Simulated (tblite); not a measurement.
Compound: C5H6S2 (charge -1 and doublet state).
SMILES with atom numbers: `[CH3:1][C-:2]1[CH:3][CH:4]=[C:5]([SH:6])[S:7]1` (hydrogens: H8, H9, H10 on C1; H11 on C3; H12 on C4; H13 on S6)

Geometry (GFN2-xTB, Å), atoms numbered from 1 in this order:
```xyz
13
C5H6S2 angstrom
C     -2.250    0.510    0.321
C     -0.819    0.161    0.110
C     -0.263   -0.700   -0.810
C      1.120   -0.799   -0.749
C      1.729    0.132    0.105
S      3.264   -0.275    0.934
S      0.432    0.985    1.036
H     -2.886   -0.216   -0.188
H     -2.493    1.508   -0.069
H     -2.500    0.510    1.386
H     -0.874   -1.273   -1.496
H      1.709   -1.482   -1.342
H      3.827    0.940    0.744
```

Computed geometry: GFN2-xTB, gas phase. This method treats the open shell by occupation alone, without spin polarisation.

Masses are those of the commonest isotopes; rigid-rotor values at the optimised geometry. The values belong to one conformer with, in the numbering `[CH3:1][C-:2]1[CH:3][CH:4]=[C:5]([SH:6])[S:7]1`, C4–C5–S6–H 139°.

Task: Give the principal moments of inertia and the rotational constants in MHz.

Result: Ia = 108.80, Ib = 435.37, Ic = 530.17 u·Å²; 505379 MHz·u·Å²/I gives A = 4645, B = 1161, C = 953.2 MHz.

Task: What kind of rotor is it?

Result: An asymmetric top; Ray's κ = -0.888.

Task: Is it planar, by Δ = Ic − Ia − Ib?

Result: Not planar: Δ = Ic − Ia − Ib = -14.00 u·Å². For a rigid frame Δ = −2 Σ m c², so Σ m c² = 7.00 u·Å² lies off the ab plane: 2.58 from hydrogen and 4.42 from heavier atoms. The atom farthest from that plane is 0.97 Å away.

Task: Give the other two planar moments, Paa and Pbb, and the rms extents of the mass along the axes.

Result: Paa = Σ m a² = (Ib + Ic − Ia)/2 = 428.37 and Pbb = Σ m b² = (Ia + Ic − Ib)/2 = 101.81 u·Å². With the mass M = 129.99 u, the rms extents √(P/M) along a, b and c are 1.82, 0.88, 0.23 Å.

Task: List the rotational levels J(Ka,Kc) to J = 2 (K).

Result: Above 0(0,0), as E/k:
J = 1: 1(0,1) 0.101, 1(1,1) 0.269, 1(1,0) 0.279
J = 2: 2(0,2) 0.304, 2(1,2) 0.462, 2(1,1) 0.492, 2(2,1) 0.993, 2(2,0) 0.994

Task: Estimate the classical rotational partition function at 10 K, 200 K and 298.15 K.

Result: Point group C1, symmetry number σ = 1; q = (√π/σ)·√((kT/h)³/(ABC)), k/h = 20836.6 MHz/K: 2350 at 10 K, 210000 at 200 K, 383000 at 298.15 K.

For this open shell read J as N, the rotation without spin; fine and hyperfine splittings come on top. Its GFN2-xTB frequencies are all real (lowest 80 cm⁻¹). Whether the extra electron is bound in the gas phase wasn't checked; a finite basis holds it in any case. No vibrational averaging or centrifugal distortion is included, and the geometry carries the error of its method.

On an Arm Neoverse V1 with one thread, no GPU, shared host with 32 logical CPUs at a one-minute load of 13, this took 0.97 s. That covers the optimisation of the geometry.
